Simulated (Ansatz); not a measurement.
`O[SiH]1[CH2][AlH]1` and `O[SiH]1BC1` differ in one element.

Ansatz, PBE0-D4/def2-TZVP geometries, multiplicity 1. Each molecule was computed in one conformer, which needn't be the lowest.

```json
{"property": "LUMO energy (ωB97M-V/def2-TZVPP) / eV", "`O[SiH]1[CH2][AlH]1`": "-0.09"}
{"property": "size of the dipole moment (PBE/def2-TZVPP) / D", "`O[SiH]1[CH2][AlH]1`": "0.98"}
{"property": "ideal-gas entropy at 298 K and 1 bar (rigid rotor, harmonic PBE0-D4/def2-TZVP) / J/(mol·K)", "`O[SiH]1[CH2][AlH]1`": "343"}
{"property": "HOMO–LUMO gap (PBE0/def2-TZVPP) / eV", "`O[SiH]1[CH2][AlH]1`": "4.12"}
{"property": "HOMO energy (PBE/def2-TZVPP) / eV", "`O[SiH]1[CH2][AlH]1`": "-4.91"}
{"property": "HOMO energy (PBE0/def2-TZVPP) / eV", "`O[SiH]1[CH2][AlH]1`": "-5.89"}
```

**Question.** Give the same properties after the change, and the shifts. (An estimate is asked.)

**Answer.** Ansatz gave: 
| property | `O[SiH]1BC1` | shift |
| --- | --- | --- |
| LUMO energy (ωB97M-V/def2-TZVPP) / eV | 0.65 | 0.74 |
| size of the dipole moment (PBE/def2-TZVPP) / D | 2.47 | 1.49 |
| ideal-gas entropy at 298 K and 1 bar (rigid rotor, harmonic PBE0-D4/def2-TZVP) / J/(mol·K) | 304 | -39 |
| HOMO–LUMO gap (PBE0/def2-TZVPP) / eV | 5.54 | 1.42 |
| HOMO energy (PBE/def2-TZVPP) / eV | -5.78 | -0.87 |
| HOMO energy (PBE0/def2-TZVPP) / eV | -6.83 | -0.94 |

With PBE0 the HOMO falls by 0.94 eV and the LUMO rises by 0.48 eV, so the gap widens by about 1.42 eV. PBE moves the HOMO by -0.87 eV and ωB97M-V by -1.09 eV. Dipoles are sizes alone; their direction can turn. Modes under 60 cm⁻¹, often nearly free rotors, make the harmonic entropy too high.
